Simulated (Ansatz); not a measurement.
`F[Si](Cl)(Cl)O[SiH3]`, charge 0, multiplicity 1.

Q: Give a relaxed structure at PBE0-D4/def2-TZVP (Ansatz 0.2.0). (An estimate is asked.)

A: The calculation gave: 
Cartesian coordinates in Å:
```
F -0.054 0.739 2.665
Si -0.333 -0.236 1.462
Cl 0.631 -1.975 1.827
Cl -2.326 -0.561 1.366
O 0.202 0.445 0.123
Si 0.421 0.402 -1.511
H 1.293 -0.747 -1.854
H -0.897 0.258 -2.175
H 1.063 1.676 -1.903
```
Point group Cs.
This is one stationary point; other conformers may exist.
